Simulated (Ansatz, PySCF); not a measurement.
TaF2, SMILES [F][Ta][F] (connectivity only; charge and spin as stated), neutral, multiplicity 4. Atoms are numbered in the order given.

```xyz
3

Ta     0.0000     0.0000     0.0000
F      0.0000     0.0000    -1.8916
F      0.0000     0.0000     1.8916
```
Charge 0, spin multiplicity 4.

Coordinates come from a B3LYP-D3(BJ)/def2-TZVP optimisation. The multiplicity is an assumed one; other spin states were not compared. The def2 effective core potentials stand for the cores of Ta; spin–orbit coupling is left out.

Two levels are set side by side: PBE-D3(BJ)/def2-TZVP (Ansatz, a first-principles code) and B3LYP-D3(BJ)/def2-TZVP (Ansatz). Each level has its own optimised geometry; the coordinates shown are those of the second. Frequencies come from the Hessian of PySCF at each geometry. Differences are taken from unrounded values.

| quantity | B3LYP-D3(BJ) |
|---|---|
| mean bond length (Å) | 1.892 |
| bond Ta1–F2 (Å) | 1.892 |
| bond Ta1–F3 (Å) | 1.892 |
| highest harmonic wavenumber (cm⁻¹) | 663 |
| mean harmonic wavenumber (cm⁻¹) | 351 |
| zero-point energy (kcal/mol) | 2.00 |

Task: What does PBE-D3(BJ) give, and how far is it from B3LYP-D3(BJ)? (Estimate from the structure and the level; the computed values follow.)

Result: 
```json
[
 {"quantity": "mean bond length (Å)", "PBE-D3(BJ)": "1.891", "PBE-D3(BJ) minus B3LYP-D3(BJ)": "0.000"},
 {"quantity": "bond Ta1–F2 (Å)", "PBE-D3(BJ)": "1.891", "PBE-D3(BJ) minus B3LYP-D3(BJ)": "0.000"},
 {"quantity": "bond Ta1–F3 (Å)", "PBE-D3(BJ)": "1.891", "PBE-D3(BJ) minus B3LYP-D3(BJ)": "0.000"},
 {"quantity": "highest harmonic wavenumber (cm⁻¹)", "PBE-D3(BJ)": "657", "PBE-D3(BJ) minus B3LYP-D3(BJ)": "-6"},
 {"quantity": "mean harmonic wavenumber (cm⁻¹)", "PBE-D3(BJ)": "334", "PBE-D3(BJ) minus B3LYP-D3(BJ)": "-17"},
 {"quantity": "zero-point energy (kcal/mol)", "PBE-D3(BJ)": "1.91", "PBE-D3(BJ) minus B3LYP-D3(BJ)": "-0.09"}
]
```
